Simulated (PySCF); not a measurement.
Working out the excitation energy of Ag

Ag [Kr] 4d10 5s1 (2S) → Ag [Kr] 4d10 5p1 (2P). Computed with PySCF 2.14 in aug-cc-pVDZ-PP with ECP28MDF (5s5p4d2f, 54 functions), with a scalar-relativistic core potential. Frozen: 4s2 4p6. Energies in hartree (1 hartree = 27.21139 eV):

| part | Ag (lower) | Ag (upper) |
| --- | --- | --- |
| UHF | -146.054522 | -145.941646 |
| MP2 opposite-spin | -0.211122 | -0.195766 |
| MP2 same-spin | -0.122371 | -0.113569 |

Problem. What does Hartree-Fock give?

Solution. (-145.941646) − (-146.054522) = 0.112876 hartree = 3.072 eV.

Problem. What do MP2 and SCS-MP2 (6/5 opposite-spin, 1/3 same-spin) give?

Solution. The opposite-spin parts differ by 0.418 eV and the same-spin parts by 0.240 eV. MP2: 3.072 + (0.418) + (0.240) = 3.730 eV. SCS-MP2: 3.072 + 1.2 × (0.418) + (0.240)/3 = 3.654 eV.

Measured between the centres of the two terms (NIST): 3.740 eV, so MP2 (valence) is off by -0.010 eV.

A double-zeta basis recovers only part of the correlation energy.

What remains against the reference includes basis incompleteness, the frozen core and correlation beyond second order.
